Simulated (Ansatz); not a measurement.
Mulliken charges of BFH$_{5}$NSi (`BN[SiH2]F`) from PBE/def2-TZVPP in Ansatz (PBE0-D4/def2-TZVP geometry).

```
atom   x (Å)   y (Å)   z (Å)  charge (e)
  B1  -0.223   1.531  -0.028      -0.111
  N2  -0.363   0.233   0.489      -0.137
 Si3   0.369  -1.189  -0.160       0.522
  F4  -0.683  -2.019  -1.029      -0.274
  H5   0.470   1.693  -0.991      -0.001
  H6  -0.788   2.445   0.498      -0.001
  H7  -0.956   0.123   1.300       0.153
  H8   0.785  -2.081   0.947      -0.080
  H9   1.478  -0.782  -1.043      -0.071
```

**Question.** By hand: the dipole of these point charges (1 e Å = 4.8032 D).

**Answer.** Σ q r = (0.141, -0.033, 0.332) e Å, of length 0.362 e Å = 1.74 D.

**Question.** How does the dipole of the full density compare? (An estimate is asked.)

**Answer.** Ansatz gave: (0.042, -0.048, 0.312) e Å, 1.53 D; the point charges give 1.14 times that, at 16° from its direction.

Point charges leave out the atoms' own dipoles, such as those of lone pairs, and Mulliken's split depends on the basis, so the close match here is no proof of good charges.
